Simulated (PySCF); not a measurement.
Isomers of C3H10OSi and their computed core-level spectra.

Computed, not measured: delta-SCF UKS SCAN, pcX-2 on the ionised atom, pcseg-1 elsewhere, spin-free X2C (PySCF 2.14.0). Geometries: PBE0-D3(BJ)/def2-SVP; isolated species, one conformer each.

Line lists (1s up to Mg, 2p3/2 beyond; areas count atoms within a level, one atom standing for each set equivalent by bonding):
1. C 1s: 290.26 (area 1), 290.63 (area 1), 292.19 (area 1) eV; O 1s: 537.71 eV; Si 2p3/2: 106.96 eV
2. C 1s: 289.97 eV; O 1s: 538.00 eV; Si 2p3/2: 106.50 eV
3. C 1s: 290.57 (area 2), 292.26 (area 1) eV; O 1s: 537.75 eV; Si 2p3/2: 107.31 eV

Structures:
A. SiH2Me(OEt), `CCO[SiH2]C`
B. Si(OH)Me3, `C[Si](C)(C)O`
C. SiH3(OiPr), `CC(C)O[SiH3]`

Problem. Which list belongs to which compound?

Solution. 
- 1 = A: no other candidate has these counts of sites. C 1s: 290.26 carbon bonded to Si and 3 H, 290.63 carbon bonded to C and 3 H, 292.19 carbon bonded to C, O and 2 H; O 1s: 537.71 oxygen bonded to C and Si; Si 2p3/2: 106.96 silicon bonded to C, O and 2 H.
- 2 = B: no other candidate has these counts of sites. C 1s: 289.97 carbon bonded to Si and 3 H (×3); O 1s: 538.00 oxygen bonded to Si and H; Si 2p3/2: 106.50 silicon bonded to 3 C and O.
- 3 = C: no other candidate has these counts of sites. C 1s: 290.57 carbon bonded to C and 3 H (×2), 292.26 carbon bonded to 2 C, O and H; O 1s: 537.75 oxygen bonded to C and Si; Si 2p3/2: 107.31 silicon bonded to O and 3 H.

For 2p shells one spin-free hole was relaxed; a mean-field spin–orbit operator and the ground-state splitting of the three 2p orbitals were then diagonalised within the shell. The shell's mean is (2 × 2p3/2 + 2p1/2)/3, and the degeneracies 2j + 1 give areas of 2:1.
